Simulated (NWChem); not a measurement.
Species: SiOCl3 anion

```xyz
5

O      0.0000     0.0000     2.0404
Si     0.0000     0.0000     0.4887
Cl     0.6072    -1.8208    -0.4672
Cl     1.2733     1.4362    -0.4672
Cl    -1.8804     0.3846    -0.4672
```
Atoms are numbered in this order, from 1.

Program: NWChem. Pople sets run with spherical d functions. Sets without diffuse functions describe the anion's extra electron poorly. Structure relaxed at the B3LYP/def2-SVPD level. No frequency run checked for a minimum. Atomic charges in e: unrestrained fits to the electrostatic potential beside Mulliken populations; buried atoms are poorly determined by the fit.

### Question
Estimate the computed values for Hartree-Fock/6-31G*. Quantities: ESP O1; Mulliken O1; ESP Si2; Mulliken Si2; ESP Cl3; Mulliken Cl3; ESP Cl4; Mulliken Cl4; ESP Cl5; Mulliken Cl5; relative RMS misfit of the potential (%).

### Answer
ESP O1: -0.91
Mulliken O1: -0.79
ESP Si2: 1.19
Mulliken Si2: 1.21
ESP Cl3: -0.43
Mulliken Cl3: -0.47
ESP Cl4: -0.43
Mulliken Cl4: -0.47
ESP Cl5: -0.43
Mulliken Cl5: -0.47
relative RMS misfit of the potential (%): 4
